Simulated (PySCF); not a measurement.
# How the method changes the constants of ZnSe⁺

State: ²Π (doublet), unpaired electrons π ↑. Set-up: PySCF, no relativity, basis sets Zn def2-TZVPPD, Se def2-TZVPPD. De refers to Zn⁺ + Se in their high-spin ground configurations, without counterpoise correction. The functionals are run spin-unrestricted. A positive dipole points towards Se; it is taken about the centre of mass and depends on that origin. Levels whose curve was spin-contaminated or gave no clean fit are not listed.

```json
{"Level": "PBE", "Re (Å)": "2.290", "ωe (cm⁻¹)": "277", "De (eV)": "2.41", "μ (D)": "-4.54"}
{"Level": "PBEsol", "Re (Å)": "2.261", "ωe (cm⁻¹)": "290", "De (eV)": "2.60", "μ (D)": "-4.52"}
{"Level": "revPBE", "Re (Å)": "2.307", "ωe (cm⁻¹)": "271", "De (eV)": "2.19", "μ (D)": "-4.67"}
{"Level": "r²SCAN", "Re (Å)": "2.260", "ωe (cm⁻¹)": "295", "De (eV)": "2.24", "μ (D)": "-5.02"}
{"Level": "M06-L", "Re (Å)": "2.282", "ωe (cm⁻¹)": "279", "De (eV)": "2.29", "μ (D)": "-4.66"}
{"Level": "PBE0", "Re (Å)": "2.278", "ωe (cm⁻¹)": "289", "De (eV)": "2.12", "μ (D)": "-5.22"}
{"Level": "M06-2X", "Re (Å)": "2.320", "ωe (cm⁻¹)": "277", "De (eV)": "1.93", "μ (D)": "-5.36"}
{"Level": "ωB97X-V", "Re (Å)": "2.265", "ωe (cm⁻¹)": "301", "De (eV)": "2.10", "μ (D)": "-5.67"}
{"Level": "B2PLYP", "Re (Å)": "2.287", "ωe (cm⁻¹)": "285", "De (eV)": "2.03", "μ (D)": "-5.65"}
```

Problem. What does a quarter of exact exchange do here, going from PBE to PBE0?

Solution. PBE0 less PBE: -1.2 pm in Re, +4.3 % in ωe, -0.29 eV in De. Exact exchange removes part of the self-interaction that spreads semilocal densities, and in most molecules shortens and stiffens the bond and lowers De; so it does here.

Problem. What does the step from GGA to meta-GGA do here, going from PBE to r²SCAN?

Solution. r²SCAN less PBE: -3.0 pm in Re, +6.5 % in ωe, -0.17 eV in De. 

Correlated steps freeze 14 core orbitals. Spin–orbit coupling is left out. For an ion De counts to the pair picked by the measured ionisation energies or electron affinities, which need not be the lowest pair at this level. B2PLYP dipoles, levels and charges come from its SCF part alone. The state is the lowest determinant that a PBE0 search found; another state may lie lower at other levels.

The whole job (state search and all levels along the bond) took about 12 min on 2 threads of Arm Neoverse V1 (shared host), peak memory 8.1 GiB.
